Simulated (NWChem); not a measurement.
System: CH$_{2}$ClF; SMILES FCCl

The following NWChem deck was run.

```
start job
memory heap 200 mb stack 900 mb global 1100 mb
geometry units angstroms noautoz
  F      0.389191     1.505790     0.000000
  C     -0.571544     0.565043     0.000000
  Cl     0.131186    -1.062862     0.000000
  H     -1.185066     0.659826     0.907841
  H     -1.185066     0.659826    -0.907841
end
basis spherical
  * library def2-tzvpd
end
dft
  xc m06-2x
  iterations 150
  mulliken
end
task dft energy
```

Excerpt of the output:

```
             Northwest Computational Chemistry Package (NWChem) 7.3.0
             --------------------------------------------------------

 CS  symmetry detected

                             Geometry "geometry" -> ""
                             -------------------------

 Output coordinates in angstroms (scale by  1.889725989 to convert to a.u.)

  No.       Tag          Charge          X              Y              Z
 ---- ---------------- ---------- -------------- -------------- --------------
    1 F                    9.0000     0.37509751     1.50419626     0.00000000
    2 C                    6.0000    -0.57553147     0.55323822     0.00000000
    3 Cl                  17.0000     0.14455138    -1.06706572     0.00000000
    4 H                    1.0000    -1.19003113     0.64146078     0.90784100
    5 H                    1.0000    -1.19003113     0.64146078    -0.90784100

 Effective nuclear repulsion energy (a.u.)     101.5275868794

      Symmetry information
      --------------------

 Group name             Cs
 Group number              2
 Group order               2
 No. of unique centers     4

                                 NWChem DFT Module
                                 -----------------

 Summary of "ao basis" -> "ao basis" (spherical)
 ------------------------------------------------------------------------------
       Tag                 Description            Shells   Functions and Types
 ---------------- ------------------------------  ------  ---------------------
 F                         def2-tzvpd               14       40   6s4p3d1f
 C                         def2-tzvpd               13       37   6s3p3d1f
 Cl                        def2-tzvpd               16       46   6s6p3d1f
 H                         def2-tzvpd                5        9   3s2p

      Symmetry analysis of basis
      --------------------------

        a'         92
        a"         49

            General Information
            -------------------
          SCF calculation type: DFT
          Wavefunction type:  closed shell.
          No. of atoms     :     5
          No. of electrons :    34
           Alpha electrons :    17
            Beta electrons :    17
          Charge           :     0
          Spin multiplicity:     1
          Use of symmetry is: on ; symmetry adaption is: on
          Maximum number of iterations: 150
          AO basis - number of functions:   141
                     number of shells:    53
          Convergence on energy requested:  1.00D-06
          Convergence on density requested:  1.00D-05
          Convergence on gradient requested:  5.00D-04

              XC Information
              --------------
                       M06-2X Method XC Functional
                     Hartree-Fock (Exact) Exchange  0.540
                        M06-2X Exchange Functional  1.000
                      M06-2X Correlation Potential  1.000

             Grid Information
             ----------------
          Grid used for XC integration:  medium
          Radial quadrature: Mura-Knowles
          Angular quadrature: Lebedev.
          Tag              B.-S. Rad. Rad. Pts. Rad. Cut. Ang. Pts.
          ---              ---------- --------- --------- ---------
          F                   0.50       49          12.0       434
          C                   0.70       49          11.0       434
          Cl                  1.00       88          11.0       590
          H                   0.35       45          11.0       434
          Grid pruning is: on
          Number of quadrature shells:   231
          Spatial weights used:  Erf1

      Superposition of Atomic Density Guess
      -------------------------------------

 Sum of atomic energies:        -597.56711573

      Non-variational initial energy
      ------------------------------

 Total energy =    -598.437998
 1-e energy   =   -1027.488941
 2-e energy   =     327.523356
 HOMO         =      -0.362623
 LUMO         =       0.048346

      Symmetry analysis of molecular orbitals - initial
      -------------------------------------------------

  Numbering of irreducible representations:

     1 a'          2 a"

  Orbital symmetries:

     1 a'          2 a'          3 a'          4 a'          5 a'
     6 a"          7 a'          8 a'          9 a'         10 a'
    11 a'         12 a"         13 a'         14 a"         15 a'
    16 a'         17 a"         18 a'         19 a'         20 a'
    21 a"         22 a'         23 a'         24 a"         25 a'
    26 a'         27 a"

     ---------------------------------------------
      Total Density - Mulliken Population Analysis
     ---------------------------------------------

    Atom       Charge   Shell Charges
 -----------   ------   -------------------------------------------------------
    1 F    9     9.38   0.77  1.20  0.61  1.00  0.31 -0.00  2.33  2.31  0.82  0.01  0.00  0.01  0.01  0.00
    2 C    6     5.47   0.85  1.12  0.51  0.65 -0.00  0.01  0.92  1.06  0.19  0.03  0.11 -0.01  0.01
    3 Cl  17    17.38   2.01  0.45  1.52  1.10  0.87  0.02  4.19  1.69  1.11  2.89  1.47  0.03  0.01  0.02  0.00  0.00
    4 H    1     0.89   0.25  0.47  0.13  0.02  0.03
    5 H    1     0.89   0.25  0.47  0.13  0.02  0.03

   convergence    iter        energy       DeltaE   RMS-Dens  Diis-err
 ---------------- ----- ----------------- --------- --------- ---------
 d= 0,ls=0.0,diis     1   -599.2702962203 -7.01D+02  5.54D-03  1.06D+00
 d= 0,ls=0.0,diis     2   -599.2679125078  2.38D-03  2.71D-03  8.74D-01
 d= 0,ls=0.0,diis     3   -599.3449877640 -7.71D-02  6.19D-04  3.30D-02
 d= 0,ls=0.0,diis     4   -599.3475538212 -2.57D-03  1.49D-04  1.73D-03
 d= 0,ls=0.0,diis     5   -599.3476854243 -1.32D-04  4.47D-05  1.28D-04
  Resetting Diis
 d= 0,ls=0.0,diis     6   -599.3476984799 -1.31D-05  1.60D-05  5.23D-06
 d= 0,ls=0.0,diis     7   -599.3476991842 -7.04D-07  5.21D-06  2.09D-07

         Total DFT energy =     -599.347699184152
      One electron energy =    -1028.990286170621
           Coulomb energy =      372.941716558396
    Exchange-Corr. energy =      -44.826716451314
 Nuclear repulsion energy =      101.527586879387

 Numeric. integr. density =       33.999998505535

                  Occupations of the irreducible representations
                  ----------------------------------------------

                     irrep           alpha         beta
                     --------     --------     --------
                     a'               13.0         13.0
                     a"                4.0          4.0

                       DFT Final Molecular Orbital Analysis
                       ------------------------------------

 Vector   15  Occ=2.000000D+00  E=-4.553283D-01  Symmetry=a'
              MO Center= -3.8D-02,  1.3D-01, -3.0D-15, r^2= 2.5D+00
   Bfn.  Coefficient  Atom+Function         Bfn.  Coefficient  Atom+Function
  ----- ------------  ---------------      ----- ------------  ---------------
    94      0.330741  3 Cl py                45     -0.242145  2 C  s
     7     -0.214712  1 F  px                 8      0.211796  1 F  py
    97      0.184586  3 Cl py                10     -0.178223  1 F  px
    11      0.174914  1 F  py                91      0.163123  3 Cl py
    47      0.152610  2 C  px                48     -0.142137  2 C  py

 Vector   16  Occ=2.000000D+00  E=-3.950883D-01  Symmetry=a'
              MO Center=  1.1D-01, -9.4D-01,  3.9D-15, r^2= 1.4D+00
   Bfn.  Coefficient  Atom+Function         Bfn.  Coefficient  Atom+Function
  ----- ------------  ---------------      ----- ------------  ---------------
    93      0.487766  3 Cl px                96      0.327654  3 Cl px
    90      0.240949  3 Cl px                94      0.207223  3 Cl py
    84     -0.185845  3 Cl px                97      0.136994  3 Cl py
    91      0.101973  3 Cl py                 8      0.096065  1 F  py
    87     -0.091986  3 Cl px                11      0.081500  1 F  py

 Vector   17  Occ=2.000000D+00  E=-3.767955D-01  Symmetry=a"
              MO Center= -2.9D-02, -7.3D-01, -4.1D-15, r^2= 1.9D+00
   Bfn.  Coefficient  Atom+Function         Bfn.  Coefficient  Atom+Function
  ----- ------------  ---------------      ----- ------------  ---------------
    95      0.496909  3 Cl pz                98      0.356960  3 Cl pz
    92      0.247711  3 Cl pz                86     -0.189498  3 Cl pz
    49     -0.137953  2 C  pz               125     -0.118718  4 H  s
   134      0.118718  5 H  s                 55     -0.100128  2 C  pz
    52     -0.097384  2 C  pz                89     -0.093885  3 Cl pz

 Vector   18  Occ=0.000000D+00  E= 1.220075D-02  Symmetry=a'
              MO Center= -1.3D+00,  8.1D-01, -6.8D-16, r^2= 8.6D+00
   Bfn.  Coefficient  Atom+Function         Bfn.  Coefficient  Atom+Function
  ----- ------------  ---------------      ----- ------------  ---------------
    45      3.943925  2 C  s                 46      3.408205  2 C  s
   126     -2.313572  4 H  s                135     -2.313572  5 H  s
     6     -1.805004  1 F  s                 83     -0.848119  3 Cl s
   132      0.532311  4 H  pz               141     -0.532311  5 H  pz
    54      0.471480  2 C  py                53     -0.457850  2 C  px

 Vector   19  Occ=0.000000D+00  E= 2.497317D-02  Symmetry=a'
              MO Center=  7.7D-01, -2.7D+00, -3.5D-13, r^2= 7.7D+00
   Bfn.  Coefficient  Atom+Function         Bfn.  Coefficient  Atom+Function
  ----- ------------  ---------------      ----- ------------  ---------------
    46      2.695735  2 C  s                 45      1.743174  2 C  s
    83     -1.686777  3 Cl s                100     -1.575933  3 Cl py
   126     -0.745038  4 H  s                135     -0.745038  5 H  s
     6     -0.733669  1 F  s                 99      0.596800  3 Cl px
    16      0.425616  1 F  px                97     -0.261879  3 Cl py

[...]
```

Level: M06-2X/def2-TZVPD. The geometry was optimised at PBE0/def2-SVP.
